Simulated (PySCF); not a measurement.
## Removing an electron from `N#C[Se]c1ccc(F)cc1`

Compound: C₇H₄FNSe.
Cartesian coordinates in Å at the PBE0-D3(BJ)/def2-SVP level; atoms count from 1:
```
atom  x, y, z in Å
N1     4.1793    1.1016    0.5303
C2     3.5430    0.1893    0.1929
Se3    2.5817   -1.2658   -0.3477
C4     0.8313   -0.4809   -0.2803
C5     0.5961    0.8572    0.0348
C6    -0.7094    1.3412    0.0502
C7    -1.7595    0.4831   -0.2522
F8    -3.0045    0.9471   -0.2400
C9    -1.5372   -0.8522   -0.5673
C10   -0.2327   -1.3358   -0.5795
H11    1.4238    1.5292    0.2711
H12   -0.9212    2.3836    0.2948
H13   -2.3852   -1.4992   -0.7978
H14   -0.0565   -2.3868   -0.8241
```

Level: B3LYP/def2-SVPD (PySCF). Frontier orbitals with their largest atomic shares (Löwdin; up to four atoms above 4 %):

```json
{"orbital": "HOMO−3", "ε (eV)": "-9.54", "main atoms": "N1 32 %, C2 26 %, Se3 21 %, C4 10 %"}
{"orbital": "HOMO−2", "ε (eV)": "-8.43", "main atoms": "Se3 21 %, C4 15 %, C7 12 %, N1 10 %"}
{"orbital": "HOMO−1", "ε (eV)": "-8.04", "main atoms": "C9 21 %, C5 21 %, C10 20 %, C6 19 %"}
{"orbital": "HOMO", "ε (eV)": "-6.78", "main atoms": "?"}
{"orbital": "LUMO", "ε (eV)": "-1.53", "main atoms": "Se3 42 %, C2 18 %, N1 16 %, C4 13 %"}
{"orbital": "LUMO+1", "ε (eV)": "-1.43", "main atoms": "C9 18 %, C6 18 %, C10 18 %, C5 18 %"}
{"orbital": "LUMO+2", "ε (eV)": "-1.14", "main atoms": "C4 22 %, C7 19 %, C10 12 %, C5 11 %"}
```

Question: What vertical ionisation energy does ΔSCF give, and how far is −ε(HOMO) from it?

Answer: ΔSCF: 8.67 eV (836 kJ/mol; threshold wavelength 143 nm); ⟨S²⟩ of the doublet left behind is 0.758, against 0.75 for a pure doublet. −ε(HOMO) is 6.78 eV, 1.89 eV below it. In exact Kohn–Sham theory the two would be equal; B3LYP (global hybrid, 20 % exact exchange) falls short of its own ΔSCF value by 22 %. Holes in the HOMO−1 and HOMO−2 were tried too where these lie within 1.2 eV of the HOMO; the lowest converged state counts.

Question: On which atoms does the HOMO lie?

Answer: Se3 (selenium bonded to 2 C) 37 %, C4 (substituted aromatic carbon) 13 %, C7 (aromatic C–F carbon) 10 %, C2 (cyano carbon) 8 %, so no atom holds as much as 40 %. The HOMO−1 lies 1.26 eV lower.

Question: And the vertical electron affinity, the fundamental gap, Mulliken's electronegativity and the hardness (with the factor ½)?

Answer: EA = -0.22 eV by ΔSCF (−ε(LUMO) = 1.53 eV); a negative value means that the added electron isn't bound at this geometry and level, and the number then depends on the basis. IE − EA = 8.89 eV against an orbital gap of 5.25 eV; (IE + EA)/2 = 4.22 eV; (IE − EA)/2 = 4.45 eV. Parr's electrophilicity index (IE + EA)²/[8(IE − EA)] is 1.00 eV.

Question: What total energies stand behind the ΔSCF value?

Answer: E(N) = -2824.71358 Eh and E(N − 1) = -2824.39499 Eh at the same geometry, 0.31859 Eh apart. With one more electron, E(N + 1) = -2824.70543 Eh.

Question: The lowest singlet excitation (vertical TDDFT, same level) lies at 4.12 eV. How far is it below IE − EA?

Answer: IE − EA = 8.89 eV, so by 4.77 eV.

Isolated species at its PBE0-D3(BJ)/def2-SVP geometry (one conformer only). The calculation is non-relativistic, for selenium too.
